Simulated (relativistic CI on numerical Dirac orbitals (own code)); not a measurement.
Cu II: sensitivity of the levels to the model

Base calculation: Dirac-Coulomb-Breit CI, orbitals from a KLI potential per configuration, model QED (radiative potential, 1s self-energy scaled to tabulated hydrogen-like ionisation energies), valence Slater integrals scaled by 0.85, P86 correlation energy added to each configuration.

CI space (outside the closed core [Ar]): 3d10, 3d9 4s, 3d9 4p, 3d8 4s2, 3d9 5s, 3d8 4s 4p, 3d9 4d, 3d9 5p, 3d9 6s, 3d9 4f, 3d9 5d, 3d9 6p, 3d9 5f, 3d9 5g, 3d9 6d, 3d9 6f, 3d8 4s 5s, 3d8 4p2. Levels of other configurations are missing.

The lowest level and the first level of each name with at least 55 % of one term (blank where a level has no safe partner in the second run):

| Level | Base (cm⁻¹) | Shift (cm⁻¹) |
| --- | --- | --- |
| 3d10 1S_0 | 0.0 | 0.0 |
| 3d9 4s 3D_3 | 11646.8 | +866.2 |
| 3d9 4s 3D_2 | 12574.6 | +866.8 |
| 3d9 4s 3D_1 | 13651.2 | +866.2 |
| 3d9 4s 1D_2 | 16267.5 | +873.0 |
| 3d8 4s2 3F_4 | 51895.6 | +1661.2 |
| 3d8 4s2 3F_3 | 53675.9 | +1661.2 |
| 3d9 4p 3P°_2 | 53718.6 | +1883.8 |
| 3d8 4s2 3F_2 | 54847.9 | +1661.2 |
| 3d9 4p 3P°_1 | 55112.1 | +1884.0 |
| 3d9 4p 3F°_3 | 55909.7 | +1882.6 |
| 3d9 4p 3F°_4 | 55966.2 | +1882.2 |
| 3d9 4p 3P°_0 | 55978.5 | +1884.0 |
| 3d9 4p 3F°_2 | 57174.2 | +1882.5 |
| 3d9 4p 3D°_1 | 60075.9 | +1886.2 |
| 3d9 4p 1P°_1 | 61452.6 | +1894.9 |
| 3d8 4s2 1D_2 | 68132.6 | +1661.0 |
| 3d8 4s2 3P_2 | 71715.0 | +1662.1 |
| 3d8 4s2 3P_1 | 72160.0 | +1662.3 |
| 3d8 4s2 3P_0 | 72478.8 | +1662.3 |
| 3d8 4s2 1G_4 | 77035.0 | +1661.9 |
| 3d8 4s 4p 5D°_4 | 87236.3 | +2059.4 |

Correlation outside the listed configurations is missing or only estimated: errors of thousands of cm⁻¹ between configurations and terms are usual at this charge. Rates and lifetimes follow the computed energies and can be off by large factors. The fine structure of a lone outer electron comes out too small, for d and f at times inverted, and misplaced configurations move strength between like terms. 12 of the 15 excited levels that our extract of the measured tables holds in this range could be paired (the sources list more); they are missed by 11870 cm⁻¹ on average and 13026 at most, and levels without a partner can miss by more.

Problem. One thing was changed in a second run, which moved the levels as shown. Which?
A. self-excluded LDA correlation estimate
B. Breit term removed
C. Slater integrals left unscaled
D. configuration mixing switched off
E. QED terms removed

Solution. A. Self-excluded LDA correlation estimate. A correlation estimate moves all levels of a configuration together before mixing; mixed levels move by a weighted share.

LS names give the leading component of a level, which can be under half, so a name can repeat, a term be missing and a line seem to break the LS rules.
